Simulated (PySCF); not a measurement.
## Electron correlation in Tc³⁺ (technetium, charge +3)

[Kr] 4d4, high-spin 5D determinant. Calculation: PySCF 2.14, in def2-QZVPPD with the def2 core potential (28 electrons) (7s5p4d4f2g, 88 functions); a scalar-relativistic core potential. Frozen: 4s2 4p6; 4 electrons correlated.

| level | correlation energy (mhartree) |
| --- | --- |
| CCSD | -42.98 |
| (T) | -0.35 |
| CCSD(T) | -43.33 |

Diagnostics: T1 = 0.00074, D1 = 0.0015, largest double amplitude 0.016.

Task: Is a single reference adequate?

Result: Yes, within this model without spin-orbit coupling: T1 lies below 0.03 and no double amplitude reaches 0.07.
